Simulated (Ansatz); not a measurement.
Cartesian coordinates in Å:
```
C -0.990 0.417 0.785
Se 0.958 0.396 0.835
B 1.339 -0.457 -0.849
F 2.603 -0.650 -1.174
Cl 0.103 -0.991 -1.973
H -1.312 0.887 1.712
H -1.332 0.998 -0.067
H -1.369 -0.600 0.731
```

The species carries charge 0 and has multiplicity 1.

**Question.** List the PBE0/def2-TZVPP orbital energies in eV (Ansatz 0.2.0). (An estimate is asked.)

**Answer.** The calculation gave: Occupied: -12361.86, -2767.79, -1584.66, -1421.68, -1421.65, -1421.62, -674.69, -279.24, -259.66, -215.07, -197.94, -197.82, -197.78, -187.78, -158.65, -158.53, -158.43, -58.64, -58.62, -58.53, -58.43, -58.42, -34.44, -23.81, -21.59, -18.39, -15.89, -13.86, -13.52, -13.15, -12.36, -12.07, -10.40, -10.03, -9.80, -8.79, -7.32. Lowest empty: -0.62, -0.02, 0.91, 1.93, 2.32, 2.89, 3.02, 3.49.
